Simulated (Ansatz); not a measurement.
A nudged elastic band was laid between two geometries of F$_{3}$GeH$_{4}$NO (10 atoms, charge 0, multiplicity 1).

The calculation used RKS PBE0-D4/def2-SVP in Ansatz 0.2.0.

| Item | Value |
| --- | --- |
| movable images | 7 |
| climbing image | yes |
| spring | 5.0 eV/Å² |
| optimiser | quadratic models (default) |
| start path | through a guess of the saddle point |
| force threshold | 0.03 eV/Å |
| iteration limit | 60 |
| end points | relaxed |

First end point:

```xyz
10
Properties=species:S:1:pos:R:3
Ge 0.007 -0.203 0.256
O -0.352 -0.009 1.973
H -0.956 0.738 2.071
F 1.509 0.363 -0.409
F -0.977 1.124 -0.304
F -0.770 -1.442 -0.683
N 1.197 -1.814 0.966
H 0.869 -2.689 0.559
H 2.171 -1.663 0.704
H 1.116 -1.855 1.982
```

Last end point:

```xyz
10
Properties=species:S:1:pos:R:3
Ge 0.122 -0.706 -0.042
O 0.396 -0.051 2.224
H 0.712 0.848 2.055
F 0.887 0.849 -0.151
F -1.500 -0.422 0.492
F -0.133 -1.058 -1.713
N 0.970 -2.151 0.546
H 1.407 -2.732 -0.160
H 1.488 -2.080 1.412
H -0.538 0.052 2.453
```

Problem. What changes between the two ends?

Solution. Bonds broken: Ge1–O2, N7–H10. Bonds formed: O2–H10. F3GeH4NO becomes F3GeH2N + H2O.

Problem. What energy profile does the band end with?

Solution. The run converged. The highest image is number 3 of 0 to 8, 1.21 eV above the first end and 0.69 eV above the last; the last end lies 0.52 eV above the first. A vibrational analysis at the climbing image gives one clearly imaginary mode, 1127i cm⁻¹: a first-order saddle point. The orbitals stay closed-shell, which can raise the energy where a bond breaks towards radicals; this wasn't checked here.

| image | path coordinate (Å) | energy (eV) | Ge1–O2 (Å) | N7–H10 (Å) | O2–H10 (Å) |
| --- | --- | --- | --- | --- | --- |
| 0 | 0.00 | 0.00 | 1.76 | 1.02 | 2.36 |
| 1 | 0.91 | 0.18 | 1.78 | 1.02 | 2.17 |
| 2 | 1.83 | 0.52 | 1.81 | 1.03 | 1.90 |
| 3 | 2.74 | 1.21 | 1.98 | 1.28 | 1.23 |
| 4 | 3.45 | 0.76 | 2.26 | 1.91 | 0.98 |
| 5 | 4.16 | 0.68 | 2.33 | 2.28 | 0.97 |
| 6 | 4.87 | 0.63 | 2.36 | 2.62 | 0.97 |
| 7 | 5.58 | 0.57 | 2.38 | 2.98 | 0.97 |
| 8 | 6.28 | 0.52 | 2.37 | 3.28 | 0.97 |

Problem. What is the geometry of the highest image?

Solution. 
```xyz
10
Properties=species:S:1:pos:R:3:forces:R:3
Ge 0.209 -0.328 0.028 0.01 -0.01 -0.02
O 0.391 0.199 1.928 -0.01 -0.01 0.01
H -0.424 0.531 2.325 0.01 0.01 0.00
F 1.382 0.828 -0.463 0.01 0.00 0.00
F -1.459 0.126 0.135 -0.01 0.00 0.00
F 0.051 -1.158 -1.497 0.00 0.01 0.01
N 0.865 -1.860 1.016 0.03 0.01 -0.01
H 0.315 -2.708 0.883 -0.01 0.00 0.01
H 1.842 -2.080 0.815 0.00 -0.01 0.00
H 0.641 -1.001 1.944 0.00 0.01 0.01
```

Problem. What are the harmonic wavenumbers there?

Solution. 1127i, 78, 134, 226, 279, 287, 310, 319, 440, 508, 550, 704, 712, 753, 763, 810, 842, 897, 1505, 1568, 1901, 3543, 3638, 3884 cm⁻¹.

Run time: 5 min on 4 threads of Arm Neoverse V1 (shared host), peak memory 0.33 GiB.
